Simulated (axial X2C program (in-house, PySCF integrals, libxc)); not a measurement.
Which molecule has these constants?

Calculated with an axial X2C code built on PySCF integrals, spin-free (one-electron X2C) or two-component (2c: spin–orbit coupling with atomic mean-field Coulomb and Gaunt terms, which also bring small scalar terms), in Dyall basis sets with cores contracted in-house; open shells are unrestricted.

A two-component PBE0 calculation in a Dyall 3-zeta basis gave Re = 2.183 Å, ωe = 410.3 cm⁻¹, De = 3.60 eV, dipole magnitude 2.28 D, Ω = 3/2.

Task: Which molecule is it?
A. TcC
B. TcSi
C. TcSn

Result: B. The others have TcSn 2.534 Å and 218.9 cm⁻¹ (Ω = 3/2); TcC 1.636 Å and 1058.7 cm⁻¹ (Ω = 3/2).

Each entry is the lowest single determinant of a limited PBE0 search at one distance. De goes to single-determinant-based atoms at the same level (for ions the charge split of lowest energy) and is withheld (n/a) where an atom does not fit its ground term or J level. Main or longest-lived isotopes. One determinant is a doubtful description, or other states lie close, for TcSi, TcSn, TcC; these need not be ground states, and all values refer to the states named. With several unpaired electrons the Ω given is that of one determinant, not necessarily of the lowest component. Some light 2c atoms are not at their ground J level, so De misses part of their lowering (0.04 eV or less). The functionals have no current term, which raises determinants with orbital currents.
